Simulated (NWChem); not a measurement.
All runs are NWChem calculations. System: HI2Si, charge -1, spin multiplicity 1, at the geometry of a parent with another charge or spin, in a state set for the comparison that need not be this species' ground state. Level: PBE0/def2-SVPD with def2 effective core potentials on I.

Output (cleaned and shortened):

```
             Northwest Computational Chemistry Package (NWChem) 7.3.0
             --------------------------------------------------------

                                NWChem Input Module
                                -------------------

 Scaling coordinates for geometry "geometry" by  1.889725989
 (inverse scale =  0.529177249)

 Turning off AUTOSYM since
 SYMMETRY directive was detected!

                             Geometry "geometry" -> ""
                             -------------------------

 Output coordinates in angstroms (scale by  1.889725989 to convert to a.u.)

  No.       Tag          Charge          X              Y              Z
 ---- ---------------- ---------- -------------- -------------- --------------
    1 I                   53.0000     0.15942900    -0.07248000     2.06587300
    2 Si                  14.0000    -1.03953500     0.56330400     0.00000000
    3 I                   53.0000     0.15942900    -0.07248000    -2.06587300
    4 H                    1.0000    -2.34601300    -0.20333800     0.00000000

 Effective nuclear repulsion energy (a.u.)     699.6248451118

            Nuclear Dipole moment (a.u.)
            ----------------------------
        X                 Y               Z
 ---------------- ---------------- ----------------
    -0.0000548021     0.0000718096     0.0000000000

      Symmetry information
      --------------------

 Group name             Cs
 Group number              2
 Group order               2
 No. of unique centers     3

      Symmetry unique atoms

     1    2    4


 Summary of "ao basis" -> "" (spherical)
 ------------------------------------------------------------------------------
       Tag                 Description            Shells   Functions and Types
 ---------------- ------------------------------  ------  ---------------------
 *                         def2-svpd                  on all atoms

                                 NWChem DFT Module
                                 -----------------

 Summary of "ao basis" -> "ao basis" (spherical)
 ------------------------------------------------------------------------------
       Tag                 Description            Shells   Functions and Types
 ---------------- ------------------------------  ------  ---------------------
 I                         def2-svpd                13       35   5s5p3d
 Si                        def2-svpd                10       24   5s3p2d
[...]
 Vector   32  Occ=2.000000D+00  E=-1.168732D-01  Symmetry=a"
              MO Center=  9.8D-02, -4.0D-02,  4.5D-14, r^2= 6.6D+00
   Bfn.  Coefficient  Atom+Function         Bfn.  Coefficient  Atom+Function
  ----- ------------  ---------------      ----- ------------  ---------------
    14      0.307990  1 I  pz                73      0.307990  3 I  pz
    17      0.280895  1 I  pz                76      0.280895  3 I  pz
    12     -0.259308  1 I  px                71      0.259308  3 I  px
    15     -0.228599  1 I  px                74      0.228599  3 I  px
    13      0.157678  1 I  py                72     -0.157678  3 I  py

 Vector   33  Occ=2.000000D+00  E=-1.484384D-02  Symmetry=a'
              MO Center= -7.5D-01,  6.4D-01, -7.4D-14, r^2= 5.0D+00
   Bfn.  Coefficient  Atom+Function         Bfn.  Coefficient  Atom+Function
  ----- ------------  ---------------      ----- ------------  ---------------
    48      0.436341  2 Si py                38      0.416749  2 Si s
    40      0.416531  2 Si s                 45      0.272335  2 Si py
    37      0.223898  2 Si s                 16     -0.222143  1 I  py
    75     -0.222143  3 I  py                13     -0.211195  1 I  py
    72     -0.211195  3 I  py                95     -0.157634  4 H  s

 Vector   34  Occ=0.000000D+00  E= 1.081421D-01  Symmetry=a'
              MO Center=  1.8D-02, -1.9D-02,  6.9D-13, r^2= 1.4D+01
   Bfn.  Coefficient  Atom+Function         Bfn.  Coefficient  Atom+Function
  ----- ------------  ---------------      ----- ------------  ---------------
    40      0.977409  2 Si s                 20      0.541749  1 I  pz
    79     -0.541749  3 I  pz                39      0.509269  2 Si s
    48     -0.417107  2 Si py                18      0.383212  1 I  px
    77      0.383212  3 I  px                38      0.267857  2 Si s
    96     -0.261963  4 H  s                 47      0.245679  2 Si px

 Vector   35  Occ=0.000000D+00  E= 1.220350D-01  Symmetry=a"
              MO Center=  5.2D-01, -3.1D-01, -8.8D-13, r^2= 2.5D+01
   Bfn.  Coefficient  Atom+Function         Bfn.  Coefficient  Atom+Function
  ----- ------------  ---------------      ----- ------------  ---------------
    20      1.209113  1 I  pz                79      1.209113  3 I  pz
     5     -0.631116  1 I  s                 64      0.631116  3 I  s
    49      0.289264  2 Si pz                 3     -0.225376  1 I  s
    62      0.225376  3 I  s                 18      0.200685  1 I  px
    77     -0.200685  3 I  px                33     -0.163230  1 I  d  0

 Vector   36  Occ=0.000000D+00  E= 1.441496D-01  Symmetry=a'
              MO Center=  1.1D+00, -8.6D-01, -4.9D-15, r^2= 1.7D+01
   Bfn.  Coefficient  Atom+Function         Bfn.  Coefficient  Atom+Function
  ----- ------------  ---------------      ----- ------------  ---------------
    40      4.555734  2 Si s                 39     -2.069456  2 Si s
     5     -0.781655  1 I  s                 64     -0.781655  3 I  s
    18      0.765541  1 I  px                77      0.765541  3 I  px
    20      0.728852  1 I  pz                79     -0.728852  3 I  pz
    19     -0.504983  1 I  py                78     -0.504983  3 I  py

 center of mass
 --------------
 x =   0.06024871 y =  -0.01898439 z =   0.00000000

 moments of inertia (a.u.)
 ------------------
        3904.611786393370          66.936036169045           0.000000000000
          66.936036169045        4017.883691677629           0.000000000000
           0.000000000000           0.000000000000         186.291837034716

     Multipole analysis of the density
     ---------------------------------

     L   x y z        total         alpha         beta         nuclear
     -   - - -        -----         -----         ----         -------
     0   0 0 0     -1.000000    -33.000000    -33.000000     65.000000

     1   1 0 0      0.550061      8.710817      8.710817    -16.871574
     1   0 1 0     -0.417155     -4.043699     -4.043699      7.670243
     1   0 0 1      0.000000      0.000000      0.000000      0.000000

     2   2 0 0    -57.561857    -67.890367    -67.890367     78.218877
     2   1 1 0      1.545091     15.590277     15.590277    -29.635464
     2   1 0 1     -0.000000     -0.000000     -0.000000      0.000000
     2   0 2 0    -59.078813    -38.014209    -38.014209     16.949605
     2   0 1 1      0.000000      0.000000      0.000000      0.000000
     2   0 0 2    -67.387555   -414.711275   -414.711275    762.034994

 Task  times  cpu:        6.5s     wall:        6.5s

 Total times  cpu:        6.6s     wall:        6.6s
```

Write an NWChem input that would produce this output.

One answer among several that fit: 
```
start mol
memory heap 200 mb stack 900 mb global 1100 mb
charge -1
geometry units angstroms nocenter noautoz
  I      0.159429    -0.072480     2.065873
  Si    -1.039535     0.563304     0.000000
  I      0.159429    -0.072480    -2.065873
  H     -2.346013    -0.203338     0.000000
  symmetry group Cs
end
basis spherical
  * library def2-svpd
end
ecp
  I library def2-ecp
end
dft
  xc pbe0
  semidirect memsize 60000000 filesize 0
  iterations 100
end
task dft energy
```
